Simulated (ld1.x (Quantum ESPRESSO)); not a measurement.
Varying the TM potential for chromium (Cr)

Base potential:

ld1.x (Quantum ESPRESSO) 7.5 input, shortened:

```
&input
   title='Cr', zed=24., rel=1, dft='PZ', iswitch=3,
   config='[Ar] 3d5.5 4s0.5 4p0'
 /
 &inputp
   pseudotype=2, tm=.true., lloc=2,
   nlcc=.true., new_core_ps=.true.
 /
3
4S  1  0   0.50   0.00  2.05  2.05  0.0
4P  2  1   0.00   0.00  2.80  2.80  0.0
3D  3  2   5.50   0.00  0.95  0.95  0.0
 &test
   configts(1)='3d5.5 4s0.5 4p0'
 /
```

All-electron outer shells of the reference configuration (LDA (PZ), scalar-relativistic, ld1.x):

```json
{"shell": "3s", "level (eV)": "-72.22", "outermost node (bohr)": "0.36", "outermost maximum (bohr)": "0.78"}
{"shell": "3p", "level (eV)": "-44.06", "outermost node (bohr)": "0.33", "outermost maximum (bohr)": "0.80"}
{"shell": "4s", "level (eV)": "-3.91", "outermost node (bohr)": "1.13", "outermost maximum (bohr)": "2.78"}
{"shell": "3d", "level (eV)": "-2.14", "outermost node (bohr)": "–", "outermost maximum (bohr)": "0.85"}
{"shell": "4p", "level (eV)": "-0.96", "outermost node (bohr)": "1.26", "outermost maximum (bohr)": "4.04"}
```

Cutoffs, loose and tight: the cutoffs (Ry, on a coarse ladder) from which the occupation-weighted sum of valence levels, in a spherical-Bessel basis at the reference potential, stays within 10 and 1 mRy of its value at 400 Ry. They do not see the model core or the augmentation charge, which bear on the density cutoff. Test errors are all-electron minus pseudo excitation energies from the reference, over the configurations 3d5 4s1 4p0; 3d5 4s0 4p0; 3d4 4s0 4p0; 3d4 4s2 4p0; 3d2 4s0 4p0; 3d6 4s0 4p0; 3d5 4s0 4p1 (two spin-polarised tests are not counted in the largest error). A dash means not determined; rows that change the core or the reference have their own tests. The largest error is taken over the tests solved by every variant that gives reliable tests at all: 3d2 4s0 4p0; 3d4 4s0 4p0; 3d5 4s0 4p0; 3d5 4s0 4p1; 3d5 4s1 4p0.

A true bound ghost makes a file unfit for plane-wave use even where its test errors are small: the radial tests pick states by their node count and pass the ghost by. Where a test does run into it, the solver fails or the error is huge.

| change | outcome | cutoff, loose | cutoff, tight | bound ghosts | largest test error (meV) |
| --- | --- | --- | --- | --- | --- |
| base | generated | 180 Ry | 230 Ry | s, p | -3532 |
| all radii but the core radius scaled by about 0.75 (s 1.54, p 2.10, d 0.72 bohr) | generated | 300 Ry | over 300 Ry | p, s | -3654 |
| all radii but the core radius scaled by about 0.82 (s 1.68, p 2.28, d 0.78 bohr) | generated | 260 Ry | 300 Ry | s, p | -3618 |
| all radii but the core radius scaled by about 0.90 (s 1.84, p 2.52, d 0.86 bohr) | generated | 230 Ry | 260 Ry | s, p | -3571 |
| all radii but the core radius scaled by about 1.05 (s 2.16, p 2.94, d 1.00 bohr) | generated | 180 Ry | 200 Ry | s, p | -3518 |
| all radii but the core radius scaled by about 1.10 (s 2.26, p 3.08, d 1.04 bohr) | generated | 160 Ry | 180 Ry | s, p | -3506 |
| all radii but the core radius scaled by about 1.16 (s 2.38, p 3.26, d 1.10 bohr) | generated | 160 Ry | 180 Ry | s, p | -3495 |
| all radii but the core radius scaled by about 1.23 (s 2.52, p 3.44, d 1.16 bohr) | generated | 140 Ry | 160 Ry | s, p | -3486 |
| all radii but the core radius scaled by about 1.30 (s 2.66, p 3.62, d 1.24 bohr) | generated | 120 Ry | 140 Ry | s, p | -3466 |
| all radii but the core radius scaled by about 1.39 (s 2.84, p 3.88, d 1.32 bohr) | generated | 120 Ry | 140 Ry | s, p | -3462 |

Reading the sweep of the scale of all radii but the core radius (base = 1) (base included, trends over the rows without a ghost): Bound ghosts are found at 0.75, 0.82, 0.9, 1, 1.05, 1.1, 1.16, 1.23, 1.3, 1.39. Every judged row has one, so this setting neither creates nor removes them.
